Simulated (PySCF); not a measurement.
MPb cations for M along the second period

PBE0 with double-zeta basis sets in PySCF, for the lowest determinant that a PBE0 search found; no spin–orbit coupling. De refers to high-spin ground-configuration atoms (the charge goes to the atom of lower measured ionisation energy or higher electron affinity, which is not always the lowest computed limit). A positive dipole points towards Pb; it is taken about the centre of mass and depends on that origin.

| M | basis | charged atom | state (unpaired electrons) | Re (Å) | ωe (cm⁻¹) | De (eV) | μ (D) |
| --- | --- | --- | --- | --- | --- | --- | --- |
| Li | cc-pVDZ/cc-pVDZ-PP | Li+ | triplet (σ ↑, π ↑) | 3.088 | 213 | n/a | -9.66 |
| Be | aug-cc-pVDZ/aug-cc-pVDZ-PP | Pb+ | doublet (π ↑) | 2.620 | 325 | n/a | -5.18 |
| B | def2-SVP | Pb+ | triplet (σ ↑, π ↑) | 2.456 | 397 | n/a | -1.39 |
| N | def2-SVP | Pb+ | triplet (π ↑↑) | 2.244 | 493 | n/a | 2.06 |
| O | def2-SVP | Pb+ | doublet (π ↑) | 2.106 | 585 | n/a | 2.85 |
| F | def2-SVP | Pb+ | singlet (closed shell) | 2.002 | 635 | n/a | 3.65 |

The shortest bond is that of PbF⁺ (2.002 Å), the longest that of LiPb⁺ (3.088 Å).

The rows differ in basis set, which adds steps of its own.

The state changes along the series, so neighbouring rows are not always alike in their bonding.

These are scalar-relativistic numbers at best; spin–orbit coupling would shift them, the dissociation energy most. States were picked by a PBE0 search and need not be the measured ground states.
